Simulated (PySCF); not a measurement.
An unknown is described by computed data only.

Formula: C6H7F3.

| Quantity | Value |
| --- | --- |
| 1H NMR | chemical shifts (computed TMS as zero) by class: 6.80 (1 H), 6.25 (1 H), 5.53 (1 H), 5.48 (1 H), 5.42 (1 H), 3.04 (2 H) ppm [GIAO PBE0/pcSseg-1] |
| NMR, other nuclei | isotropic shieldings of nuclei other than C and H, by class: 297 (1 F), 307 (2 F) ppm [GIAO PBE0/pcSseg-1] |
| 13C NMR | chemical shifts (computed TMS as zero) by class: 157.2 (1 C), 143.4 (1 C), 130.0 (1 C), 121.6 (1 C), 119.5 (1 C), 45.4 (1 C) ppm [GIAO PBE0/pcSseg-1] |
| Dipole | 3.28 D [CAM-B3LYP/def2-SVPD] |
| UV, first state | lowest singlet excitation: 5.86 eV (211 nm, f = 0.569) [TDDFT CAM-B3LYP/def2-SVPD] |
| Rotational structure | rotational constants A, B, C: 1.986, 1.284, 0.887 GHz [GFN2-xTB] |
| Polarisability | 76.9 au [CAM-B3LYP/def2-SVPD] |
| Triplet | lowest triplet excitation (Tamm–Dancoff): 3.23 eV [TDA CAM-B3LYP/def2-SVPD] |

Electronic properties: PySCF, gas phase, density fitting. Levels stand in brackets. NMR shifts are as computed; neighbouring signals can stand in another order in a measured spectrum. Geometry: GFN2-xTB, one conformer, isolated molecule. NMR values are class means; diastereotopic atoms form classes of their own.

Q: What is the compound? Reason from the data.

A: Numbering: `[CH2:1]=[C:2](/[CH:3]=[CH:4]\[F:5])[CH2:6][CH:7]([F:8])[F:9]`. Its formula, C6H7F3, gives 2 degrees of unsaturation: 0 rings and 2 π bonds in the structure found. 6 carbons fall into 6 classes; from least to most shielded: vinylic C–F carbon [C4] (157.2 ppm), fully substituted alkene carbon [C2] (143.4 ppm), terminal =CH2 carbon [C1] (130.0 ppm), CHF2 carbon [C7] (121.6 ppm), alkene CH carbon [C3] (119.5 ppm), allylic carbon [C6] (45.4 ppm). Hydrogen classes from least to most shielded: 1 H on a vinylic C–F carbon, C4 (6.80 ppm), 1 H on a CHF2 carbon, C7 (6.25 ppm), 1 H on an alkene CH carbon, C3 (5.53 ppm), 1 H on a terminal =CH2 carbon, C1 (5.48 ppm), 1 H on a terminal =CH2 carbon, C1 (5.42 ppm), 2 H on an allylic carbon, C6 (3.04 ppm, a mean of values up to 0.7 ppm apart in this geometry). The other shieldings belong to: 297 ppm, vinyl fluorine [F5]; 307 ppm, fluorine of a CF2 group [F8/F9]. The optimised geometry has point group C1 and is an asymmetric top. Structure: `C=C(/C=C\F)CC(F)F`. Computed isomers that give other values at the same levels: `C=CC(=C)CC(F)(F)F` (13C chemical shifts (computed TMS as zero) by class: 145.0 (1 C), 144.9 (1 C), 134.8 (1 C), 132.0 (1 C), 123.5 (1 C), 40.1 (1 C) ppm); `FC(F)(F)[C@H]1C=CCC1` (lowest singlet excitation: 7.14 eV (174 nm, f = 0.250)); `FC[C@]1(C(F)F)[C@@H]2C[C@@H]21` (13C chemical shifts (computed TMS as zero) by class: 119.5 (1 C), 77.8 (1 C), 55.4 (1 C), 25.0 (1 C), 7.2 (2 C) ppm). The assignments are read from this structure; whether some other isomer fits the data as well wasn't checked.

Conformer computed: `[CH2:1]=[C:2](/[CH:3]=[CH:4]\[F:5])[CH2:6][CH:7]([F:8])[F:9]`: C1–C2–C3–C4 179°, C1–C2–C6–C7 101°, C2–C6–C7–F8 180°.
